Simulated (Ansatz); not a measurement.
Two isomers of CH6SSeSi: A = `CS[SiH2][SeH]`, B = `SC[SiH2][SeH]`.

Calculated with Ansatz (gas phase, PBE0-D4/def2-TZVP geometries, no zero-point term in ΔE). CCSD(T)/CBS adds triple-zeta CCSD(T) − MP2 to the extrapolated MP2 energy (def2 sets, frozen cores). DFT in def2-TZVPP. B3LYP here is the variant with VWN-RPA as its local correlation; programs differ in this. For Se outer-core shells are correlated without core-valence functions, which leaves a few kJ/mol of doubt a bond. Scalar relativity is left out up to krypton. Each species was taken in one conformer, which may not be the lowest.

Problem. Which isomer does CCSD(T)/CBS put lower? Give the gap. (An estimate is asked.)

Solution. The calculation gave: A, by 66.5 kJ/mol.

Problem. Give E(B) − E(A) in kJ/mol with CCSD(T)/def2-TZVPP, PBE0-D4, HF/def2-TZVPP, MP2/def2-TZVPP, B3LYP-D4, PBE-D4, r2SCAN-D4. (Estimate.)

Solution. Computed: CCSD(T)/def2-TZVPP 63.7, PBE0-D4 69.9, HF/def2-TZVPP 66.9, MP2/def2-TZVPP 66.8, B3LYP-D4 68.1, PBE-D4 70.6, r2SCAN-D4 71.1. None reverses the order clearly.

Largest T1 diagnostic: 0.010.
